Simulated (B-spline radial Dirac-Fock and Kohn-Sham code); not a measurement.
X-ray form factors of cesium in several charge states

The computed values come from a B-spline atomic structure program: Dirac-Fock densities.

Configurations: Cs¹⁹⁺ [Ar] 3d10 4s2 4p6; Cs²⁰⁺ [Ar] 3d10 4s2 4p5; Cs²²⁺ [Ar] 3d10 4s2 4p3; Cs²⁶⁺ [Ar] 3d10 4s1; Cs²⁸⁺ [Ar] 3d9. The first column is f₀ of Cs¹⁹⁺, the others are differences from it.

```tsv
s (Å⁻¹)	Cs¹⁹⁺	Δ Cs²⁰⁺	Δ Cs²²⁺	Δ Cs²⁶⁺	Δ Cs²⁸⁺
0	36.000	-1.000	-3.000	-7.000	-9.000
0.05	35.895	-0.990	-2.970	-6.935	-8.925
0.1	35.585	-0.959	-2.880	-6.741	-8.702
0.15	35.080	-0.909	-2.737	-6.429	-8.342
0.2	34.397	-0.843	-2.545	-6.012	-7.860
0.25	33.559	-0.764	-2.315	-5.508	-7.276
0.3	32.591	-0.676	-2.057	-4.940	-6.615
0.35	31.521	-0.582	-1.783	-4.329	-5.903
0.4	30.380	-0.487	-1.502	-3.700	-5.164
0.45	29.194	-0.394	-1.226	-3.075	-4.425
0.5	27.991	-0.306	-0.964	-2.472	-3.707
0.6	25.620	-0.155	-0.507	-1.400	-2.410
0.7	23.406	-0.045	-0.170	-0.573	-1.378
0.8	21.421	+0.021	+0.042	-0.021	-0.650
0.9	19.682	+0.051	+0.144	+0.278	-0.211
1	18.168	+0.054	+0.163	+0.375	-0.006
1.1	16.836	+0.041	+0.130	+0.335	+0.032
1.2	15.643	+0.021	+0.073	+0.219	-0.028
1.4	13.537	-0.016	-0.042	-0.056	-0.234
1.6	11.686	-0.034	-0.102	-0.230	-0.364
```
